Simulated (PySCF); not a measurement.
Radial density of Ge¹⁴⁺ (germanium, charge +14)

M06-2X, [Ar], closed-shell 1S. All numbers are calculated (PySCF 2.14, the spin-free X2C one-electron Hamiltonian (Gaussian nucleus), in an even-tempered Gaussian basis (19 s from 1.1 bohr⁻², ratio 2.5; 12 p from 1.4 bohr⁻², ratio 2.5; 5 d from 8.6 bohr⁻², ratio 2.7; 4 f from 13 bohr⁻², ratio 2.7)).

| r (bohr) | 4πr²ρ (e/bohr) |
| --- | --- |
| 0.000906 | 0.3558 |
| 0.00152 | 0.8892 |
| 0.00256 | 2.170 |
| 0.00431 | 5.086 |
| 0.00725 | 11.11 |
| 0.0122 | 21.53 |
| 0.0205 | 34.15 |
| 0.0345 | 39.51 |
| 0.0581 | 33.47 |
| 0.0977 | 38.17 |
| 0.164 | 44.06 |
| 0.276 | 18.38 |
| 0.465 | 18.59 |
| 0.782 | 6.996 |
| 1.31 | 0.1163 |
| 2.21 | 5.453e-05 |

Densities and radii are taken from the X2C orbitals without a picture-change correction, which distorts them close to the nucleus.
